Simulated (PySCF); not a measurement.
Li, charge -1, singlet (in this run its highest filled SCF level lies above zero, so its values depend strongly on the basis, on diffuse functions most of all). Base run: BLYP/3-21G run with PySCF.

The PySCF input:
```python
from pyscf import gto, scf, dft

mol = gto.Mole()
mol.atom = '''
    Li    0.00000000    0.00000000    0.00000000
'''
mol.basis = '3-21g'
mol.charge = -1
mol.verbose = 4
mol.build()

mf = dft.RKS(mol)
mf.xc = 'blyp'
mf.kernel()
mf.analyze()
```

Variants of this job, named by their change:

```csv
change,ΔE vs base (µEh),SCF cycles
base,0.0,6
DIIS = EDIIS,0.0,12
init_guess = sap,0.0,5
conv_tol = 1e-6,0.0,5
diis_space = 2,0.0,6
init_guess = mod_huckel,0.0,5
conv_tol = 1e-11,0.0,6
diis_space = 12,0.0,6
init_guess = atom,0.0,6
damp = 0.5; diis_start_cycle = 5,0.0,8
diis = off (with mf.max_cycle = 100),0.0,10
conv_tol = 1e-7,0.0,5
level_shift = 0.5 (with mf.max_cycle = 100),0.0,27
```
